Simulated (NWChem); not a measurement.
Species: SF3 cation; SMILES F[S+](F)F

```xyz
4

F      0.3041    -1.3136    -0.2764
S      0.0000     0.0000     0.4492
F      0.9856     0.9201    -0.2764
F     -1.2896     0.3935    -0.2764
```
Atoms are numbered in this order, from 1.

Coordinates come from a PBE0/def2-SVP optimisation.

Problem. List the 6 lowest vertical singlet excitations and the 6 lowest triplet ones from B3LYP/def2-SVP, full TDDFT (NWChem).

Solution. 
```tsv
state	energy (eV)	oscillator strength	leading excitation (squared amplitude)
S1	8.55	0.052	HOMO → LUMO (0.85)
S2	8.55	0.052	HOMO → LUMO+1 (0.85)
S3	9.51	0.026	HOMO−1 → LUMO+1 (0.55)
S4	9.51	0.026	HOMO−1 → LUMO (0.55)
S5	9.68	0.000	HOMO−2 → LUMO (0.36)
S6	9.74	0.008	HOMO−3 → LUMO+1 (0.30)
T1	6.56	spin-forbidden	HOMO → LUMO (0.98)
T2	6.56	spin-forbidden	HOMO → LUMO+1 (0.98)
T3	8.75	spin-forbidden	HOMO−1 → LUMO (0.89)
T4	8.75	spin-forbidden	HOMO−1 → LUMO+1 (0.89)
T5	9.08	spin-forbidden	HOMO−2 → LUMO+1 (0.32)
T6	9.24	spin-forbidden	HOMO−2 → LUMO (0.25)
```
